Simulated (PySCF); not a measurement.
**PbSe: frontier orbitals**

HSE06 at R = 2.405 Å; basis Pb def2-TZVPP with ECP60, Se def2-TZVPP; scalar-relativistic core potentials; PySCF 2.14. State: ¹Σ⁺ (singlet), closed shell. Only the outer orbitals are listed, counted within each symmetry, core potentials removing the inner ones.

```tsv
orbital	occ.	ε (eV)	on Pb (%)	main shells (%)
10σ	2	-17.55	22	77 Se s, 16 Pb s
11σ	2	-12.79	73	72 Pb s, 16 Se s, 9 Se p
12σ	2	-6.71	39	60 Se p, 31 Pb p, 8 Pb s
6π	2	-6.39	22	77 Se p, 21 Pb p
6π	2	-6.39	22	77 Se p, 21 Pb p
7π	0	-2.88	80	78 Pb p, 19 Se p
7π	0	-2.88	80	78 Pb p, 19 Se p
13σ	0	-0.21	85	73 Pb p, 14 Se p, 8 Pb d
```

**Question.** Which are the highest filled and the lowest empty level, where do they sit, and how wide is the gap?

**Answer.** Highest filled 6π at -6.39 eV (in %: 77 Se p, 21 Pb p); lowest empty 7π at -2.88 eV (in %: 78 Pb p, 19 Se p); the gap at HSE06 is 3.51 eV.

* bond order (Mayer): 2.25
* ⟨S²⟩: 0.000
* charge on Pb (Mulliken, basis-dependent): 0.48
* charge on Pb (Löwdin, basis-dependent): 0.15
* dipole moment (positive dipole means Pb(−)Se(+)): -3.86 D

Spin–orbit coupling is left out, which matters for elements this heavy, above all for dissociation energies.
